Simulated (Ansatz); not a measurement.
Diatomic SeS+, multiplicity 2 (lowest of 2S+1 = 2, 4 at CCSD(T)/def2-TZVPP on PBE0 minima; our sources give no spin for the ground state, which may be another). No spin–orbit coupling. Se is treated without relativity. The T1 diagnostic near the minimum is 0.061, so single-reference values are doubtful.

The constants come from a fifth-degree fit in 1/R (seven points, main isotopes). Runs in def2 and cc sets follow the lowest solution found near the PBE0 minimum.

Programs: Ansatz (a quantum-chemistry and plane-wave program). 

Energies at wB97M-V/def2-TZVPP:

| R (Å) | E (hartree) |
|---|---|
| 1.815632 | -2799.24131328 |
| 1.864439 | -2799.25054995 |
| 1.909342 | -2799.25467909 |
| 1.960101 | -2799.25528806 |
| 2.010861 | -2799.25245819 |
| 2.069430 | -2799.24588161 |
| 2.137760 | -2799.23485492 |

Question: With a reduced mass of 22.8361 u, find the minimum, the force constant and the constants.

Answer: A fifth-degree polynomial in 1/R puts the minimum at r_e = 1.9424 Å with force constant 629 N/m. Then ω_e = (1/2πc)√(k/μ) = 684 cm⁻¹ and B_e = h/(8π²cμr_e²) = 0.1957 cm⁻¹; the cubic and quartic terms give α_e = 0.00068 and ω_e x_e = 1.6 cm⁻¹.
